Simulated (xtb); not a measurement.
Input file for xtb: GFN-FF on 1,1-difluoroethane (SMILES CC(F)F), a point of a torsion scan.

```
$ xtb mol.xyz --gfnff --sp --chrg 0 --uhf 0
8

C     -0.79238220    -0.12528936    -0.00435305
C      0.71844216     0.05135766     0.04209684
F      1.18633234     0.57241136    -1.12038596
F      1.07844944     0.93237212     1.00975793
H     -1.16405686     0.20932315    -0.96942872
H     -1.06882740    -1.16399941     0.14348765
H     -1.24939546     0.48074336     0.77362808
H      1.27742052    -0.87856885     0.22782202
```

It printed:

```
[...]
           -------------------------------------------------
          |                Calculation Setup                |
           -------------------------------------------------



          ==================== Thresholds ====================
          CN  :   150.00000
          rep :   500.00000
          disp:  2500.00000
          HB1 :   250.00000
          HB2 :   450.00000

          Pauling EN used:
          Z : 1  EN :  2.20
          Z : 6  EN :  2.55
          Z : 9  EN :  3.98
          electric field strengths (au): 0.000

           -------------------------------------------------
          |           Force Field Initialization            |
           -------------------------------------------------

          distances ...
          ----------------------------------------
          generating topology and atomic info file ...
          pair mat ...
          computing topology distances matrix with Floyd-Warshall algo ...
          making topology EEQ charges ...
          #fragments for EEQ constrain: 1
          ----------------------------------------
          generating topology and atomic info file ...
          pair mat ...
          computing topology distances matrix with Floyd-Warshall algo ...
          making topology EEQ charges ...
          #fragments for EEQ constrain: 1
          rings ...
          # BATM   18
          # H in HB   4

  atom   neighbors  erfCN metchar sp-hybrid imet pi  qest     coordinates
    1  C       4    3.49   0.00         3    0    0  -0.064   -1.497385   -0.236763   -0.008226
    2  C       4    3.49   0.00         3    0    0   0.179    1.357659    0.097052    0.079551
    3  F       1    0.98   0.00         0    0    0  -0.246    2.241843    1.081701   -2.117223
    4  F       1    0.98   0.00         0    0    0  -0.246    2.037974    1.761928    1.908166
    5  H       1    0.97   0.00         0    0    0   0.097   -2.199749    0.395563   -1.831955
    6  H       1    0.97   0.00         0    0    0   0.097   -2.019791   -2.199640    0.271152
    7  H       1    0.97   0.00         0    0    0   0.097   -2.361015    0.908473    1.461945
    8  H       1    0.97   0.01         0    0    0   0.087    2.413975   -1.660255    0.430521

          #atoms :   8
          #bonds :   7
          #angl  :   12
          #tors  :   9
          #nmol  :   1
          #optfrag :   1
           -------------------------------------------------
          |                   G F N - F F                   |
          |          A general generic force-field          |
          |                  Version 1.0.3                  |
           -------------------------------------------------
          Number of HB bonds (bound hydrogen)     24
          Number of HB bonds (unbound hydrogen)   0
          Number of XB bonds                      0

 E+G (total)                   0 d,  0 h,  0 min,  0.000 sec
 distance/D3 list               ...        0 min,  0.000 sec (  0.687%)
 non bonded repulsion           ...        0 min,  0.000 sec ( 18.005%)
 dCN                            ...        0 min,  0.000 sec (  2.424%)
 EEQ energy and q               ...        0 min,  0.000 sec ( 13.109%)
 D3                             ...        0 min,  0.000 sec (  9.519%)
 EEQ gradient                   ...        0 min,  0.000 sec ( 17.924%)
 bonds                          ...        0 min,  0.000 sec (  8.115%)
 bend and torsion               ...        0 min,  0.000 sec ( 11.845%)
 bonded ATM                     ...        0 min,  0.000 sec (  4.017%)
 HB/XB (incl list setup)        ...        0 min,  0.000 sec (  8.320%)

         :::::::::::::::::::::::::::::::::::::::::::::::::::::
Note: The following floating-point exceptions are signalling: IEEE_UNDERFLOW_FLAG IEEE_DENORMAL
normal termination of xtb
         ::                     SUMMARY                     ::
         :::::::::::::::::::::::::::::::::::::::::::::::::::::
         :: total energy              -1.048390854799 Eh    ::
         :: gradient norm              0.040046467211 Eh/a0 ::
         ::.................................................::
         :: bond energy               -1.060476114309 Eh    ::
         :: angle energy               0.001193808521 Eh    ::
         :: torsion energy             0.002122908160 Eh    ::
         :: repulsion energy           0.054249440857 Eh    ::
         :: electrostat energy        -0.043244124668 Eh    ::
         :: dispersion energy         -0.002029949169 Eh    ::
         :: HB energy                  0.000000000000 Eh    ::
         :: XB energy                  0.000000000000 Eh    ::
         :: bonded atm energy         -0.000206824191 Eh    ::
         :: external energy            0.000000000000 Eh    ::
         :: add. restraining           0.000000000000 Eh    ::
         :: total charge               0.000000000000 e     ::
         :::::::::::::::::::::::::::::::::::::::::::::::::::::

           -------------------------------------------------
          |                Property Printout                |
           -------------------------------------------------

molecular dipole:
                 x           y           z       tot (Debye)
 q only:       -1.151      -0.891       0.093       3.707

           -------------------------------------------------
          | TOTAL ENERGY               -1.048390854799 Eh   |
          | GRADIENT NORM               0.040046467211 Eh/α |
           -------------------------------------------------
########################################################################
[WARNING] Runtime exception occurred
-1- gfnff_setup: Could not read topology file.
########################################################################

------------------------------------------------------------------------
------------------------------------------------------------------------
 total:
 SCF:
```

The run finished.

Cost: roughly 0.04 core-seconds.
